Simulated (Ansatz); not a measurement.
A structure relaxed at PBE0-D4/def2-TZVP, charge 0, multiplicity 1:

| atom | x (Å) | y (Å) | z (Å) |
| --- | --- | --- | --- |
| F1 | -2.010 | 1.318 | 0.112 |
| C2 | -0.857 | 0.695 | 0.054 |
| C3 | 0.403 | 1.080 | 0.251 |
| C4 | 0.908 | -0.319 | 0.057 |
| F5 | 1.657 | -0.519 | -1.073 |
| C6 | -0.581 | -0.760 | -0.123 |
| F7 | -0.870 | -1.296 | -1.343 |
| H8 | 0.887 | 2.007 | 0.523 |
| H9 | 1.440 | -0.777 | 0.894 |
| H10 | -0.977 | -1.428 | 0.648 |

(1) Give its formula and SMILES.

(2) Summarise the bond lengths by kind.

Results:

(1) C4H3F3, `FC1=C[C@H](F)[C@@H]1F`.

(2) 3 × C–F 1.312 to 1.370 Å; 4 × C–C 1.332 to 1.563 Å; 3 × C–H 1.080 to 1.094 Å.

Program: Ansatz 0.2.0.
